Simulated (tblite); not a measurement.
Record of a relaxation.

C₈H₁₄Si.
Atom-mapped SMILES: `[CH2:1]=[C:2]1[SiH2:3][C@@H:4]1[CH:5]1[CH2:6][CH2:7][CH2:8][CH2:9]1` (hydrogens: H10, H11 on C1; H12, H13 on Si3; H14 on C4; H15 on C5; H16, H17 on C6; H18, H19 on C7; H20, H21 on C8; H22, H23 on C9)

Computed with GFN2-xTB (tblite), gas phase: L-BFGS steps from a force-field or distance-geometry start until the largest atomic force falls under 0.01 eV/Å. 7 of its 134 geometries are shown.

Step 0: E = -704.5798 eV, largest atomic force 2.569 eV/Å
```
atom  x, y, z in Å  |  force x, y, z in eV/Å
C1      3.113   -0.785   -0.706   -1.853   1.458   1.019
C2      2.357   -0.042    0.143    1.505  -1.393  -1.172
Si3     2.069    0.642    1.842    0.563   0.123   0.633
C4      1.119    0.787    0.213    0.217   0.572   0.664
C5     -0.224    0.132    0.306    0.877  -0.163  -0.654
C6     -0.567   -0.760   -0.873   -0.533  -1.246   0.270
C7     -1.989   -1.131   -0.454    0.466  -0.568   1.055
C8     -2.540    0.243   -0.134   -1.600   0.539  -0.688
C9     -1.369    1.094    0.299    0.141   1.526  -0.056
H10     4.005   -1.264   -0.339   -0.031  -0.017  -0.261
H11     2.799   -0.895   -1.752    0.366  -0.087   0.527
H12     2.704    1.893    2.242    0.112  -0.219   0.107
H13     1.560   -0.279    2.871    0.134   0.312  -0.218
H14     1.181    1.769   -0.257   -0.248  -0.389  -0.384
H15    -0.276   -0.482    1.213    0.104  -0.047  -0.164
H16    -0.664   -0.237   -1.818    0.577   0.107  -0.089
H17     0.066   -1.656   -0.931    0.010   0.413  -0.248
H18    -2.537   -1.692   -1.216   -0.036   0.040   0.413
H19    -1.890   -1.675    0.535   -0.447  -0.034  -1.236
H20    -3.293    0.240    0.678   -0.003  -0.106  -0.801
H21    -2.930    0.665   -1.096   -0.298  -0.246   0.970
H22    -1.141    1.873   -0.487   -0.319  -0.439   0.927
H23    -1.558    1.585    1.276    0.295  -0.134  -0.616
```

Step 22: E = -705.2087 eV, largest atomic force 0.168 eV/Å
```
atom  x, y, z in Å  |  force x, y, z in eV/Å
C1      3.044   -0.748   -0.661    0.017  -0.003   0.009
C2      2.386   -0.057    0.245   -0.057   0.038  -0.039
Si3     2.195    0.787    1.886   -0.026   0.013  -0.085
C4      1.141    0.799    0.278    0.044  -0.092  -0.004
C5     -0.207    0.106    0.315    0.048   0.038   0.051
C6     -0.568   -0.831   -0.845    0.157   0.054   0.025
C7     -2.033   -1.118   -0.543    0.120  -0.085  -0.072
C8     -2.596    0.254   -0.153   -0.087  -0.058  -0.040
C9     -1.389    1.084    0.316   -0.036  -0.007   0.026
H10     4.000   -1.204   -0.443   -0.089  -0.035  -0.042
H11     2.659   -0.892   -1.666    0.064   0.023   0.109
H12     3.058    1.882    2.309   -0.074  -0.036  -0.112
H13     1.635   -0.017    2.971    0.032   0.092  -0.078
H14     1.165    1.621   -0.441    0.000  -0.068   0.142
H15    -0.252   -0.507    1.221   -0.015   0.012   0.038
H16    -0.478   -0.326   -1.807    0.073   0.089   0.005
H17     0.043   -1.731   -0.867    0.045  -0.020   0.033
H18    -2.545   -1.573   -1.387   -0.119   0.037  -0.056
H19    -2.086   -1.813    0.298   -0.084   0.044   0.002
H20    -3.346    0.157    0.628   -0.074   0.011   0.079
H21    -3.071    0.730   -1.008   -0.053   0.004  -0.082
H22    -1.187    1.898   -0.385   -0.015  -0.055   0.045
H23    -1.573    1.526    1.294    0.128   0.004   0.043
```

Step 44: E = -705.2652 eV, largest atomic force 0.089 eV/Å
```
atom  x, y, z in Å  |  force x, y, z in eV/Å
C1      2.998   -0.797   -0.637   -0.042  -0.001   0.024
C2      2.354   -0.094    0.268    0.072   0.024   0.003
Si3     2.240    0.866    1.850    0.012   0.004   0.043
C4      1.119    0.769    0.309   -0.044  -0.002   0.024
C5     -0.223    0.070    0.396   -0.007  -0.036  -0.046
C6     -0.529   -0.837   -0.801   -0.006  -0.007  -0.032
C7     -2.029   -1.083   -0.677   -0.013   0.009   0.014
C8     -2.608    0.240   -0.149    0.015   0.024   0.017
C9     -1.411    1.042    0.394    0.042  -0.026   0.008
H10     3.937   -1.286   -0.433    0.035   0.011   0.030
H11     2.603   -0.934   -1.633   -0.040  -0.065  -0.046
H12     3.115    2.008    2.044   -0.003   0.011  -0.009
H13     1.752    0.210    3.051   -0.005   0.003  -0.007
H14     1.114    1.563   -0.435   -0.006   0.006   0.000
H15    -0.255   -0.549    1.301   -0.004   0.042  -0.037
H16    -0.304   -0.311   -1.730   -0.002   0.048  -0.010
H17     0.048   -1.760   -0.782    0.013   0.001   0.017
H18    -2.481   -1.387   -1.620   -0.002   0.029  -0.031
H19    -2.207   -1.880    0.045    0.003  -0.038   0.048
H20    -3.347    0.057    0.630    0.000  -0.012   0.002
H21    -3.105    0.791   -0.947   -0.003   0.008  -0.015
H22    -1.183    1.876   -0.273   -0.022  -0.008   0.016
H23    -1.603    1.454    1.385    0.009  -0.024  -0.011
```

Step 66: E = -705.2844 eV, largest atomic force 0.034 eV/Å
```
atom  x, y, z in Å  |  force x, y, z in eV/Å
C1      2.946   -0.903   -0.552    0.023  -0.018  -0.014
C2      2.381   -0.040    0.260   -0.002  -0.002   0.005
Si3     2.279    0.974    1.810   -0.026  -0.004  -0.011
C4      1.112    0.774    0.315    0.015  -0.008  -0.015
C5     -0.213    0.045    0.384   -0.003   0.020   0.002
C6     -0.523   -0.798   -0.857    0.016   0.005  -0.002
C7     -2.024   -1.053   -0.752    0.016   0.011   0.013
C8     -2.607    0.229   -0.133    0.001   0.002  -0.004
C9     -1.412    1.000    0.456   -0.030   0.002   0.006
H10     3.906   -1.349   -0.340   -0.001   0.000   0.017
H11     2.484   -1.210   -1.482   -0.003   0.014   0.005
H12     3.042    2.201    1.939    0.016   0.010  -0.005
H13     1.918    0.289    3.039   -0.017   0.006   0.029
H14     1.090    1.577   -0.421   -0.005  -0.022  -0.016
H15    -0.216   -0.618    1.256   -0.010   0.011   0.004
H16    -0.291   -0.224   -1.756   -0.015   0.017  -0.017
H17     0.053   -1.721   -0.875    0.005  -0.012  -0.030
H18    -2.471   -1.283   -1.719   -0.005  -0.009   0.023
H19    -2.200   -1.898   -0.086   -0.008  -0.025  -0.016
H20    -3.341   -0.015    0.636    0.017   0.008   0.002
H21    -3.115    0.826   -0.889    0.013   0.016   0.001
H22    -1.199    1.883   -0.150   -0.017  -0.015   0.002
H23    -1.605    1.338    1.473    0.022  -0.009   0.022
```

Step 89: E = -705.3024 eV, largest atomic force 0.055 eV/Å
```
atom  x, y, z in Å  |  force x, y, z in eV/Å
C1      2.972   -1.015   -0.403   -0.017   0.043   0.029
C2      2.401   -0.072    0.315   -0.030  -0.016  -0.036
Si3     2.234    1.079    1.762    0.006   0.019   0.004
C4      1.137    0.751    0.239    0.005  -0.009  -0.017
C5     -0.183    0.016    0.308    0.022  -0.023  -0.028
C6     -0.561   -0.696   -0.995   -0.001  -0.020  -0.019
C7     -2.034   -1.026   -0.783   -0.014  -0.001   0.002
C8     -2.601    0.212   -0.073   -0.001   0.009  -0.004
C9     -1.391    0.932    0.553    0.046  -0.010   0.014
H10     3.909   -1.471   -0.121   -0.007   0.009   0.016
H11     2.530   -1.374   -1.323    0.026  -0.003   0.018
H12     3.015    2.305    1.789   -0.007  -0.022  -0.003
H13     1.811    0.556    3.051   -0.003  -0.017  -0.017
H14     1.148    1.487   -0.563   -0.024   0.012  -0.003
H15    -0.127   -0.734    1.104   -0.002   0.017  -0.007
H16    -0.442   -0.010   -1.837   -0.004  -0.007   0.025
H17     0.046   -1.579   -1.180   -0.005  -0.019   0.009
H18    -2.557   -1.245   -1.713    0.010   0.017  -0.005
H19    -2.119   -1.902   -0.136    0.005   0.006   0.000
H20    -3.336   -0.068    0.681    0.003  -0.010   0.003
H21    -3.099    0.865   -0.789   -0.020   0.012  -0.017
H22    -1.222    1.889    0.056   -0.004  -0.002   0.019
H23    -1.538    1.128    1.614    0.017   0.016   0.018
```

Step 111: E = -705.3075 eV, largest atomic force 0.027 eV/Å
```
atom  x, y, z in Å  |  force x, y, z in eV/Å
C1      2.996   -1.041   -0.339    0.000   0.015  -0.015
C2      2.407   -0.060    0.308    0.008  -0.009   0.004
Si3     2.210    1.121    1.725   -0.023   0.000  -0.015
C4      1.141    0.748    0.189   -0.011  -0.006   0.007
C5     -0.167   -0.004    0.276   -0.011   0.008   0.004
C6     -0.582   -0.681   -1.034   -0.003   0.000   0.004
C7     -2.053   -1.006   -0.802   -0.008   0.010   0.001
C8     -2.595    0.216   -0.044   -0.004  -0.001   0.004
C9     -1.370    0.897    0.595   -0.005   0.006   0.002
H10     3.921   -1.479    0.004    0.000   0.000  -0.012
H11     2.590   -1.447   -1.256    0.011  -0.009   0.013
H12     2.989    2.345    1.736    0.005   0.019   0.005
H13     1.759    0.615    3.009    0.000  -0.006   0.018
H14     1.142    1.470   -0.626    0.003  -0.014   0.003
H15    -0.077   -0.774    1.050   -0.003   0.005  -0.014
H16    -0.478    0.025   -1.859    0.012   0.006  -0.011
H17     0.017   -1.563   -1.252   -0.002  -0.023  -0.007
H18    -2.595   -1.186   -1.730    0.009  -0.005   0.000
H19    -2.135   -1.901   -0.182    0.000   0.012   0.001
H20    -3.327   -0.082    0.706   -0.002   0.003   0.004
H21    -3.092    0.899   -0.735    0.006  -0.007   0.011
H22    -1.212    1.881    0.151    0.014   0.004  -0.003
H23    -1.491    1.036    1.669    0.005  -0.009  -0.003
```

Step 133: E = -705.3089 eV, largest atomic force 0.010 eV/Å
```
atom  x, y, z in Å  |  force x, y, z in eV/Å
C1      3.025   -1.031   -0.332    0.006  -0.004   0.000
C2      2.416   -0.063    0.314   -0.003   0.003   0.001
Si3     2.192    1.128    1.720    0.003   0.001   0.005
C4      1.141    0.730    0.180    0.003  -0.001   0.001
C5     -0.167   -0.021    0.268    0.001   0.006   0.001
C6     -0.594   -0.691   -1.041    0.006  -0.002   0.003
C7     -2.070   -0.994   -0.805    0.006   0.000  -0.005
C8     -2.595    0.227   -0.036    0.001   0.001   0.002
C9     -1.359    0.890    0.599   -0.004   0.002   0.001
H10     3.959   -1.453    0.010    0.000   0.005   0.004
H11     2.626   -1.451   -1.246   -0.002   0.002  -0.003
H12     2.950    2.367    1.737   -0.003  -0.005  -0.003
H13     1.740    0.620    3.005    0.004   0.001  -0.005
H14     1.143    1.443   -0.643    0.002  -0.004   0.003
H15    -0.077   -0.794    1.039    0.000   0.002  -0.004
H16    -0.477    0.011   -1.869   -0.006   0.004   0.006
H17    -0.011   -1.585   -1.259   -0.003  -0.007  -0.002
H18    -2.616   -1.162   -1.732   -0.003  -0.003  -0.009
H19    -2.162   -1.892   -0.191    0.000   0.000   0.001
H20    -3.323   -0.071    0.717   -0.004   0.007   0.004
H21    -3.089    0.921   -0.716   -0.004  -0.003  -0.002
H22    -1.190    1.876    0.162   -0.001  -0.004   0.000
H23    -1.470    1.022    1.675    0.001  -0.001   0.002
```

**Question.** Summarise the path.

**Answer.** The energy falls by 70.34 kJ/mol from step 0 to step 133; nine tenths of that is first reached at step 27. It falls at every step. The largest force goes from 2.569 to 0.010 eV/Å. Among the bonds C1=C2 changes most, from 1.358 to 1.314 Å; the atoms move by 0.515 Å rms after alignment.

**Question.** Follow the three bonds and two angles with the largest change from start to end.

**Answer.** 
```tsv
step	E above end (kJ/mol)	largest force (eV/Å)	C1=C2 (Å)	C7–H19 (Å)	C5–C9 (Å)	Si3–C4–C5 (°)	C5–C4–H14 (°)
0	70.34	2.569	1.358	1.132	1.496	111.3	118.1
6	23.87	0.345	1.311	1.095	1.528	115.5	113.1
12	15.46	0.308	1.318	1.090	1.540	116.5	113.3
17	12.47	0.163	1.313	1.094	1.535	117.4	112.9
23	9.00	0.165	1.314	1.093	1.533	117.7	112.2
29	6.15	0.112	1.315	1.092	1.533	119.1	112.3
35	5.19	0.113	1.315	1.092	1.534	119.2	111.5
40	4.59	0.072	1.315	1.091	1.533	120.0	111.7
46	4.05	0.088	1.315	1.091	1.535	119.9	111.7
52	3.48	0.111	1.314	1.091	1.534	120.8	111.8
58	2.71	0.060	1.314	1.091	1.533	122.7	111.7
64	2.43	0.043	1.314	1.091	1.535	123.4	111.7
69	2.25	0.043	1.315	1.091	1.535	123.2	111.4
75	1.88	0.056	1.313	1.091	1.533	123.2	111.0
81	1.21	0.073	1.315	1.092	1.536	123.0	111.5
87	0.72	0.051	1.315	1.092	1.536	123.3	111.6
93	0.48	0.037	1.314	1.091	1.536	123.3	111.9
98	0.32	0.044	1.314	1.092	1.536	123.0	111.8
104	0.21	0.028	1.314	1.091	1.536	122.8	111.8
110	0.15	0.025	1.314	1.092	1.536	122.5	111.9
116	0.08	0.022	1.314	1.091	1.536	122.3	112.0
121	0.04	0.023	1.314	1.092	1.537	121.9	112.0
127	0.02	0.013	1.314	1.091	1.536	122.1	111.8
133	0.00	0.010	1.314	1.091	1.536	122.2	111.8
```

The cost below is that of the whole relaxation. The run took 1.3 s on an Arm Neoverse V1 with one thread, shared host with 32 logical CPUs at a one-minute load of 12.
